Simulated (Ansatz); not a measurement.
`C[SiH2]C[SiH2]F` + `NCF` → `FCN[SiH2]F` + `C[SiH2]C`  (ligand exchange at the Si–C bond)

Computed with Ansatz on PBE0-D4/def2-TZVP structures; ΔE is electronic, products minus reactants. CCSD(T)/CBS adds triple-zeta CCSD(T) − MP2 to the extrapolated MP2 energy (def2 sets, frozen cores). DFT in def2-TZVPP. One conformer a species, not always the lowest.

| level | ΔE (kcal/mol) |
| --- | --- |
| PBE | -11.0 |
| MP2/CBS(def2) | -12.2 |

Question: What does CCSD(T)/CBS give? (Best estimate.)

Answer: The calculation gave: -11.9 kcal/mol. The listed levels differ from it by 0.9, -0.3 kcal/mol.

Largest T1 diagnostic among the species: 0.011.

The D4 term adds +1.0 kcal/mol with B3LYP and +0.6 kcal/mol with PBE0; it sums over pairs of atoms, weighted by their polarisabilities, and B3LYP, whose exchange is more repulsive, gets the larger term. In def2-TZVPP, CCSD(T) changes the Hartree–Fock value by +2.2 kcal/mol (the triples alone add +0.3 kcal/mol) and MP2 by +2.0 kcal/mol.

B3LYP here is the variant with VWN-RPA as its local correlation; programs differ in this.
